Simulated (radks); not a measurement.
Task: Neutral chromium: order these configurations by energy. All-electron calculation, scalar-relativistic Kohn-Sham, BLYP, spin-polarised, spherical densities, finite nucleus; Fermi nuclear charge, rms radius of each element as measured or else 0.836 A^(1/3) + 0.57 fm. Program: a radial shooting solver on a logarithmic mesh with Libxc functionals. Open shells are filled with parallel spins first. [Ar] 3d4 4s1 4p1; [Ar] 3d4 4s2; [Ar] 3d5 4p1; [Ar] 3d5 4s1; [Ar] 3d6.

Result: From the lowest, in eV above it: [Ar] 3d5 4s1 0.000; [Ar] 3d4 4s2 1.472; [Ar] 3d5 4p1 3.327; [Ar] 3d6 4.056; [Ar] 3d4 4s1 4p1 4.077.
